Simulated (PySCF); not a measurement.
**Two-component Hartree-Fock for S³⁺ (sulfur, charge +3)**

Start: [Ne] 3s1 3p2; 3s1/2 filled at m_j = +1/2; 3p3/2 filled at m_j = +1/2, +3/2. Calculated with PySCF 2.14 in x2c-SVPall-2c with one added diffuse shell each of s, p type (5s5p1d, 25 functions): generalised Hartree-Fock with the X2C-1e Hamiltonian and a Gaussian nucleus; one run each with spin-orbit coupling (SO) switched off, then screened by Boettger's factors. This is a chosen level, not necessarily the ground level.

| spinor shell | electrons | ε, spin-free (eV) | ε, screened SO (eV) | weight of nominal j (screened SO) | rms radius, screened SO (bohr) |
| --- | --- | --- | --- | --- | --- |
| 1s1/2 | 2 | -2553.7 | -2553.7 | 1.000 | 0.112 |
| 2s1/2 | 2 | -288.24 | -288.25 | 1.000 | 0.516 |
| 2p1/2 | 2 | -224.18 | -225.34 | 0.780 | 0.488 |
| 2p3/2 | 4 | -224.18 | -223.62 | 0.890 | 0.490 |
| 3s1/2 | 1 | -63.159 | -63.163 | 1.000 | 1.63 |
| 3p3/2 | 2 | -48.551 | -48.531 | 0.827 | 1.80 |

```json
{"quantity": "E (hartree)", "spin-free": "-395.74580", "screened SO": "-395.74448"}
{"quantity": "M_J", "spin-free": "5/2", "screened SO": "5/2"}
{"quantity": "⟨J²⟩", "spin-free": "8.753", "screened SO": "8.753"}
{"quantity": "⟨L²⟩", "spin-free": "2.003", "screened SO": "2.004"}
{"quantity": "⟨S²⟩", "spin-free": "3.750", "screened SO": "3.750"}
```

Each row is a mean over spinors that exchange with the open shell spreads, by up to 2.515 eV (2p3/2).

Rows whose weight is well below 1 are mixtures of j = l ± 1/2: exchange outweighs spin-orbit coupling there, and the label is only the starting occupation.

Without spin-orbit coupling the j labels of p, d and f shells carry no meaning; the spin-free column gives the mean over the occupied spinors of each nl shell.
